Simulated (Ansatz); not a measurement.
The cluster Na₄Li₂, relaxed as a singlet with RKS PBE/def2-SVP in Ansatz, starting from the GFN1-xTB geometry. Force threshold 0.02 eV/Å.

The structure comes from a short search, and lower isomers may exist.

Start:

Cartesian coordinates in Å:
```
Li 0.222 -0.439 -0.398
Li 0.954 0.605 1.485
Na -0.184 -0.826 -0.684
Na -0.869 0.663 0.597
Na 0.387 0.052 -0.690
Na -0.510 -0.055 -0.311
```

| step | energy (eV) | largest force component (eV/Å) | SCF passes |
| --- | --- | --- | --- |
| 1 | -17736.1092 | 582.119 | 85 |
| 2 | -17930.3573 | 164.957 | 81 |
| 3 | -17980.5164 | 85.803 | 48 |
| 4 | -18013.4670 | 37.831 | 44 |
| 5 | -18029.9731 | 17.147 | 67 |
| 6 | -18039.0514 | 9.339 | 61 |
| 7 | -18041.1427 | 7.801 | 49 |
| 8 | -18044.6630 | 5.372 | 81 |
| 9 | -18047.9248 | 3.700 | 64 |
| 10 | -18050.0258 | 2.351 | 48 |
| 11 | -18051.4001 | 1.397 | 44 |
| 12 | -18052.2898 | 0.780 | 35 |
| 13 | -18052.7746 | 0.488 | 37 |
| 14 | -18053.0806 | 0.339 | 35 |
| 15 | -18053.3062 | 0.293 | 34 |
| 16 | -18053.4688 | 0.218 | 32 |
| 17 | -18053.5868 | 0.147 | 31 |
| 18 | -18053.6567 | 0.083 | 31 |
| 19 | -18053.6923 | 0.068 | 29 |
| 20 | -18053.7191 | 0.060 | 31 |
| 21 | -18053.7419 | 0.047 | 30 |
| 22 | -18053.7619 | 0.040 | 26 |
| 23 | -18053.7790 | 0.030 | 27 |
| 24 | -18053.7939 | 0.026 | 27 |
| 25 | -18053.8054 | 0.021 | 27 |
| 26 | -18053.8122 | 0.016 | 27 |
| 27 | -18053.8135 | 0.014 | 26 |
| 28 | -18053.8140 | 0.008 | 27 |
| 29 | -18053.8151 | 0.005 | 26 |

Force components are those of the run's own axes.

End:

```xyz
6

Li    0.019   -0.162    0.149
Li    1.898    1.544    1.517
Na   -0.304   -1.952   -2.366
Na   -1.463    1.692    2.117
Na    2.847   -0.541   -1.017
Na   -2.997   -0.580   -0.400
```

Bonds lost: Li2–Na3, Li2–Na6, Na3–Na4, Na4–Na5, Na5–Na6 (atoms count from 1). Metal–metal contacts that move far: Li2–Na4 2.03 to 3.42 Å, Li2–Na5 2.32 to 3.42 Å. The end is the same structure that another start reached, the lowest one found.

The force fell under the threshold at step 26, but the optimiser went on and released 0.003 eV more. No frequencies were taken in this run, so the end may be a saddle point.

Run time 43 s (4 threads of Arm Neoverse V2 on a shared host).
